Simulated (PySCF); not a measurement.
```xyz
6
charge -1 multiplicity 1, angstrom
Pt    0.1788   -0.0092    0.2389
H    -1.0508   -0.4409    1.1884
H     1.5600    0.0558   -0.5769
H     0.1316    1.6079   -0.1041
H    -1.3500    0.3847    0.4231
H     0.4429   -1.6289    0.3490
```

Level of theory: PBE0/[Pt def2-TZVPD with ECP60, H def2-TZVPD], scalar-relativistic core potentials, density fitting, no spin–orbit coupling, PySCF.

This geometry of PtH₅⁻ is a stationary point at this level.

What is the point group?

C1.

Is it a minimum?

No: it has 1 imaginary mode, at 565i cm⁻¹ (a).

List the harmonic modes with their infrared intensities.


```tsv
symmetry	ω (cm⁻¹)	IR (km/mol)
a	565i	–
a	253	2.1
a	526	78.4
a	658	10.1
a	728	8.6
a	772	43.8
a	807	16.3
a	1744	871
a	2065	338
a	2089	4.7
a	2250	6.9
a	2297	7.2
```

Give the atomic charges and bond orders.


```csv
atom,Mulliken,Löwdin,polar tensor,Mayer order to Pt1
Pt1,-0.48,0.06,-0.51,–
H2,-0.03,-0.16,0.01,0.54
H3,-0.08,-0.27,-0.13,0.76
H4,-0.16,-0.22,-0.22,0.71
H5,-0.07,-0.17,0.08,0.65
H6,-0.19,-0.24,-0.23,0.75
```
Other Mayer orders above 0.3: H–H 0.39.

This need not be the most stable arrangement of these atoms. The lowest empty level of this anion is unbound, so it and the gap depend on the basis. At this level a singlet minimum of C2v symmetry lies 19 kJ/mol below this structure. Spin–orbit coupling, left out here, can matter for elements this heavy.
